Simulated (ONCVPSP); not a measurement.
Zr (Z = 40), ONCV: configuration errors across variants

Zr (Z = 40), optimised norm-conserving Vanderbilt (ONCV), made with ONCVPSP 4.0.1 (LDA (Perdew-Wang 92), scalar-relativistic). Core [Ar] 3d10, reference 4s2 4p6 4d2 5s1.5 5p0.5. Waves: 4s+5s: rc 2.35 bohr, ncon 3, nbas 6, qcut 5 1/bohr, 2 projectors; 4p+5p: rc 2.55 bohr, ncon 4, nbas 8, qcut 4.7 1/bohr, 3 projectors, debl 1.4 Ha; 4d: rc 3.10 bohr, ncon 3, nbas 7, qcut 5.6 1/bohr, 1 projector. Local part: polynomial inside 1.70 bohr (lpopt 5, dvloc0 0 Ha). Core correction: Teter function, fcfact 3.25, rcfact 1.3.

All-electron excitation energies from the reference (eV): (1) 4s2 4p6 4d2 5s2 5p0 -1.538; (2) 4s2 4p6 4d2 5s1 5p0 5.807; (3) 4s2 4p6 4d2 5s0 5p0 19.042; (4) 4s2 4p6 4d3 5s0 5p0 6.261.

2 further variants failed, have other tests or another functional or relativity, and are left out.

A true bound ghost makes a file unfit for plane-wave use even where its test errors are small: the radial tests pick states by their node count and pass the ghost by.

Errors AE − PS in meV (a dash: test not solved or not reliable):

```tsv
change	(1)	(2)	(3)	(4)	bound ghosts	GHOST(+) flags above zero
base	-0.2	-1.2	-12	+13	p	none
p: rc 2.86	-0.2	-1.3	-12	+14	none	none
core correction none	-0.1	-1.1	-9.9	+17	p	none
core correction Teter function, fcfact 3.25, rcfact 1.84	-0.2	-1.4	-13	+5.6	p	none
s: qcut 4.7	-0.2	-1.2	-12	+13	p	none
d: ncon 4, nbas 8	-0.2	-1.2	-11	+12	p	none
local potential polynomial inside 2.25 bohr (lpopt 5, dvloc0 0 Ha)	-0.2	-1.3	-12	+14	none	none
all radii but the core radius scaled by about 0.92 (s 2.14, p 2.34, d 2.84 bohr); local potential polynomial inside 1.56 bohr (lpopt 5, dvloc0 0 Ha)	-0.1	-1.1	-9.3	+7.2	none	d
local potential polynomial inside 1.70 bohr (lpopt 5, dvloc0 -3 Ha)	-0.2	-1.2	-11	+14	none	none
s: nproj 3	-0.2	-1.2	-12	+13	p	none
```

(1) Give the same row for: d: qcut 8.3.

Results:

(1) -0.1, -1.1, -9.9, +1.5; bound ghosts: p; GHOST(+) flags above zero: none.
